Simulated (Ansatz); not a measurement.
Cl₃H₃OSiTi, SMILES `[SiH3][O][Ti]([Cl])([Cl])[Cl]`. Total charge 0; spin multiplicity 1.

```xyz
9

Si    0.415   -1.722    0.135
O     0.027   -0.113    0.014
Ti   -0.379    1.575   -0.122
Cl   -2.476    1.750   -0.692
Cl    0.889    2.482   -1.646
Cl   -0.043    2.536    1.805
H     1.494   -2.011   -0.838
H    -0.798   -2.514   -0.175
H     0.872   -1.983    1.520
```

(1) List the harmonic frequencies (cm⁻¹, unscaled) at PBE0-D4/def2-TZVP in Ansatz. (Estimate.)

(2) Is this a minimum?

(3) Give the ideal-gas thermochemistry at 298.15 K and 1 bar (rigid rotor, harmonic oscillator; point group C3v, symmetry number 3).

(4) And at 400, 500, 600, 800 and 1000 K?

Results:

(1) Ansatz gave: 30, 31, 34, 117, 117, 129, 205, 205, 378, 504, 504, 527, 710, 710, 940, 949, 949, 1067, 2247, 2256, 2256.

(2) Yes, all 21 modes are real.

(3) Zero-point energy 88.9 kJ/mol; H(298) − E = 117.7 kJ/mol; entropy 438.7 J/(mol·K), of which translation 175.0, rotation 119.1, vibration 144.6; G(298) − E = -13.2 kJ/mol. Modes under 100 cm⁻¹ are hindered rotations or soft bends, so the harmonic entropy is rough.

(4) 
```
T (K)  H − E (kJ/mol)  S (J/mol/K)  G − E (kJ/mol)
  400           132.0        480.1           -60.0
  500           147.4        514.4          -109.8
  600           163.7        544.1          -162.7
  800           198.4        593.8          -276.7
 1000           234.9        634.5          -399.7
```
